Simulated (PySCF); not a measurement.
WO₂F, doublet: computed properties

Level of theory: UPBE0/[W def2-TZVP with ECP60, O def2-TZVP, F def2-TZVP], scalar-relativistic core potentials, density fitting, no spin–orbit coupling, PySCF.

The structure is a minimum.

```json
{
 "Point group": "Cs",
 "Bond lengths": "W–F 1.867 Å, W–O 1.699 Å (×2)",
 "Bond angles": "F–W–O 119.7° (×2), O–W–O 110.0°",
 "Rotational constants": "0.2539, 0.1771, 0.1104 cm⁻¹",
 "Zero-point energy": "20.6 kJ/mol",
 "Dipole moment": "2.27 D",
 "Entropy at 298.15 K and 1 bar (electronic part: spin only)": "317.0 J/(mol K)",
 "Lowest empty level (β)": "-4.00 eV",
 "Principal quadrupole moments (Buckingham, traceless) about the centre of mass": "-4.24, -3.39, 7.62 D Å",
 "Heat capacity Cp at 298.15 K": "62.0 J/(mol K)",
 "Spin squared ⟨S²⟩": "0.759",
 "Atomisation energy without zero-point energy": "1919 kJ/mol",
 "Highest occupied level (α)": "-8.01 eV",
 "Principal polarisabilities": "35.8, 39.6, 44.5 bohr³",
 "Enthalpy at 298.15 K above 0 K": "14.62 kJ/mol",
 "Rotational symmetry number": "1"
}
```

Harmonic modes (masses in u: W 183.951, O 15.995, F 18.998):
```csv
symmetry,ω (cm⁻¹),IR (km/mol),μ (u),type
a',123,19.7,20.57,bend
a'',209,6.7,19.06,bend
a',337,1.6,16.99,bend
a',691,113,21.00,stretch
a'',1013,210,17.80,stretch
a',1065,58.1,16.87,stretch
```

Charges (e):
```tsv
atom	Mulliken	Löwdin	polar tensor	spin (Mulliken)	Mayer order to W1
W1	1.34	0.83	1.94	1.13	–
O2,3	-0.47	-0.29	-0.68	-0.06	2.11
F4	-0.40	-0.25	-0.58	-0.01	0.93
```

Mulliken populations on W1 (electrons outside its core potential): s 2.56, p 6.32, d 3.62, f 0.16.

Outer orbital energies (eV). α occupied: -13.52, -12.41, -11.86, -11.41, -10.78, -10.57, -9.49, -8.01; empty: -3.24, -2.31, -0.38, -0.04. β occupied: -13.68, -13.44, -12.32, -11.83, -11.35, -10.85, -10.43, -9.56; empty: -4.00, -2.70, -1.88, 0.18.

Formally W is in oxidation state +5, d1, with 1 unpaired electron. The Mulliken spin on W is 1.13. The polar-tensor charge on W, 1.94, is far below the formal one.

Other isomers or separated fragments may lie lower. Open d and f shells are described by one determinant, and the ground state may have another occupation or spin. With an element this heavy the missing spin–orbit coupling can shift these numbers.

The final relaxation and frequency run took 2.4 min on 4 threads of a shared Arm Neoverse V1 host, with 133 basis functions and 17 gradients; the process peaked at 1.5 GiB. Launch command: `OMP_NUM_THREADS=4 python axn.py task.json out`.
